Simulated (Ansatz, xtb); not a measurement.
**Isomers of C6H9ClF+ in order of energy**

8 gas-phase structures of C6H9ClF+, from a drawn sample of its isomers (lower ones may exist). Each was relaxed with GFN2-xTB; where two conformers were screened, the lower at r2SCAN-D4/def2-SVP is listed:

A. `C[C@@]1(F)C[CH+][C@@H](Cl)C1`, a singlet
B. `C[C+]1CC[C@](F)(Cl)C1`, a singlet
C. `C[CH+]/C(CC)=C(\F)Cl`, a singlet
D. `C[CH+]/C(CC)=C(/F)Cl`, a singlet
E. `C[C+]1C[C@@H](Cl)C[C@@H]1F`, a singlet
F. `C[C+]1C[C@@H](Cl)C[C@H]1F`, a singlet
G. a singlet given by its coordinates
H. `C[C+]1C[C@@H](F)[C@H](Cl)C1`, a singlet

G (Å):

```xyz
17

C     0.8517   -1.3102   -1.1387
C     1.6667   -0.0852   -0.7745
C     2.1416    0.7531   -1.9841
C     2.2281    2.1613   -1.4834
C     1.5028    2.2618   -0.2010
C     0.9370    0.9201    0.1465
Cl    3.3312    2.3466   -0.0238
F     2.8046   -0.5005   -0.0987
H     0.5826   -1.8539   -0.2369
H    -0.0526   -1.0279   -1.6679
H     1.4421   -1.9713   -1.7676
H     3.0837    0.3687   -2.3762
H     1.4043    0.7239   -2.7896
H     2.3481    2.9872   -2.1732
H     1.0308    3.1700    0.1531
H     1.0657    0.6490    1.1949
H    -0.1336    0.9371   -0.0682
```

Close contacts (Å): C1–C2 1.52, C2–C3 1.55, C2–C6 1.55, C2–F8 1.39, C3–C4 1.50, C4–C5 1.48, C4–Cl7 1.84, C5–C6 1.50, C5–Cl7 1.84, C1–H9 1.09, C1–H10 1.09, C1–H11 1.09, C3–H12 1.09, C3–H13 1.09, C4–H14 1.08, C5–H15 1.08, C6–H16 1.09, C6–H17 1.09.

Make a reasoned guess at their ranking by r2SCAN-D4/def2-SVP single-point energy.

Calculated order at r2SCAN-D4/def2-SVP: B (0.0), H (2.3), C (6.1), D (6.6), E (7.3), F (10.1), G (10.2), A (20.7) kcal/mol. Less than 1 kcal/mol parts C and D; D and E; F and G, so the order within those pairs means little.

Energies above the lowest of each column, in kcal/mol; the last columns are at B3LYP/def2-SVP geometries and were run for some of them only (a dash: not run or not comparable):

| structure | GFN2-xTB | HF/STO-3G | r2SCAN-D4/def2-SVP | B3LYP/def2-SVP | CCSD(T)/def2-SVP + ΔMP2/def2-TZVPP |
| --- | --- | --- | --- | --- | --- |
| B | 0.0 | 0.0 | 0.0 | 0.0 | 0.0 |
| H | 1.9 | 3.9 | 2.3 | 1.6 | 0.1 |
| C | 20.0 | 29.7 | 6.1 | 3.0 | 6.2 |
| D | 21.4 | 29.2 | 6.6 | 3.6 | 6.7 |
| E | 7.9 | 8.7 | 7.3 | 6.8 | – |
| F | 9.3 | 11.0 | 10.1 | – | – |
| G | 2.8 | 15.8 | 10.2 | – | – |
| A | 20.3 | 26.7 | 20.7 | – | – |

Every level run on B puts it lowest or level with the lowest. Some further structures that were screened fall inside this span and aren't listed. Flexible structures stand in one conformer each, not always the lowest. Frequencies (GFN2-xTB) were run for B, C, D, H alone. ΔMP2 is the change of the MP2 energy from the smaller to the larger basis.

Over these structures GFN2-xTB departs from r2SCAN-D4/def2-SVP by 5.9 kcal/mol on average once a common shift is removed. A GFN2-xTB relaxation took about 0.2 s and the r2SCAN-D4/def2-SVP energy about 2.7 s on a shared host (Ansatz 0.2.0, xtb 6.7.1).
